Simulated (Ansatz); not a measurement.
A series at Ta: from `[O]=[Ta]([F])([F])[F]`, ligands are replaced one by one, each step taking up H₂O and setting free H–F; n counts the steps. Ansatz, PBE0-D4/def2-TZVP geometries. Each molecule was computed in one conformer, which needn't be the lowest.

```tsv
n	molecule	zero-point energy, PBE0-D4/def2-TZVP (kJ/mol)
0	`[O]=[Ta]([F])([F])[F]`	?
1	`[O]=[Ta]([OH])([F])[F]`	54.4
2	`[O]=[Ta]([OH])([OH])[F]`	83.1
3	`[O]=[Ta]([OH])([OH])[OH]`	106.4
```

Q: By hand: fit a straight line y = ȳ + b (n − n̄) to the 3 given rows and predict n = 0.

A: n̄ = 2.000, ȳ = 81.30; Σ(n − n̄)(y − ȳ) = 52.00, Σ(n − n̄)² = 2.000, so b = 26.00 kJ/mol a step. Prediction: 81.30 + (26.00) × (-2.000) = 29.3 kJ/mol.

Q: By hand: compare with the computed value, 25.1 kJ/mol, and give the steps along the whole series.

A: The line misses by -4.2 kJ/mol (computed minus predicted). Steps: 29.3, 28.7, 23.3 kJ/mol.

The steps shrink at each stage, from 29.3 to 23.3 kJ/mol, so the series is curved and an end member is harder to predict than an inner one. The miss is 5.2 % of the series' range.
